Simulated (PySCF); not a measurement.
Sc⁺ (scandium, charge +1): UHF calculation

Configuration: [Ar] 3d1 4s1, high-spin 3D determinant. Calculation: PySCF 2.14, in x2c-SVPall (5s3p3d1f, 36 functions); scalar relativity by spin-free X2C-1e.

- Total energy: -762.963536 hartree
- One-electron energy: -1039.2798 hartree
- Hartree (Coulomb) energy: 314.5284 hartree
- Exchange energy: -38.2122 hartree
- ⟨S²⟩: 2.0012
- ⟨L²⟩: 6.015
- Sum of ⟨r⟩: 17.03 bohr
- Sum of ⟨r²⟩: 30.86 bohr²
- Traceless quadrupole moment −½Σ⟨3z² − r²⟩ along its main axis: 0.720 e·bohr²
- Langevin diamagnetic susceptibility: -24.4 ×10⁻⁶ cm³/mol
- Time after the integrals: 0.22 s of wall time on 1 thread of Neoverse-N1 (shared host)

```json
{"shell": "1s α", "electrons": "1", "mean orbital energy (eV)": "-4546.4", "spread (eV)": "0", "rms radius, mean of both spins (bohr)": "0.0845"}
{"shell": "1s β", "electrons": "1", "mean orbital energy (eV)": "-4546.3", "spread (eV)": "0", "rms radius, mean of both spins (bohr)": "0.0845"}
{"shell": "2s α", "electrons": "1", "mean orbital energy (eV)": "-531.43", "spread (eV)": "0", "rms radius, mean of both spins (bohr)": "0.370"}
{"shell": "2s β", "electrons": "1", "mean orbital energy (eV)": "-530.96", "spread (eV)": "0", "rms radius, mean of both spins (bohr)": "0.370"}
{"shell": "2p α", "electrons": "3", "mean orbital energy (eV)": "-434.22", "spread (eV)": "0.080", "rms radius, mean of both spins (bohr)": "0.340"}
{"shell": "2p β", "electrons": "3", "mean orbital energy (eV)": "-433.82", "spread (eV)": "0.510", "rms radius, mean of both spins (bohr)": "0.340"}
{"shell": "3s α", "electrons": "1", "mean orbital energy (eV)": "-78.420", "spread (eV)": "0", "rms radius, mean of both spins (bohr)": "1.15"}
{"shell": "3s β", "electrons": "1", "mean orbital energy (eV)": "-76.595", "spread (eV)": "0", "rms radius, mean of both spins (bohr)": "1.15"}
{"shell": "3p α", "electrons": "3", "mean orbital energy (eV)": "-50.936", "spread (eV)": "1.000", "rms radius, mean of both spins (bohr)": "1.27"}
{"shell": "3p β", "electrons": "3", "mean orbital energy (eV)": "-48.904", "spread (eV)": "1.517", "rms radius, mean of both spins (bohr)": "1.27"}
{"shell": "3d α", "electrons": "1", "mean orbital energy (eV)": "-16.426", "spread (eV)": "0", "rms radius, mean of both spins (bohr)": "1.86"}
{"shell": "4s α", "electrons": "1", "mean orbital energy (eV)": "-12.244", "spread (eV)": "0", "rms radius, mean of both spins (bohr)": "3.75"}
```

Densities and radii are taken from the X2C orbitals without a picture-change correction, which distorts them close to the nucleus.
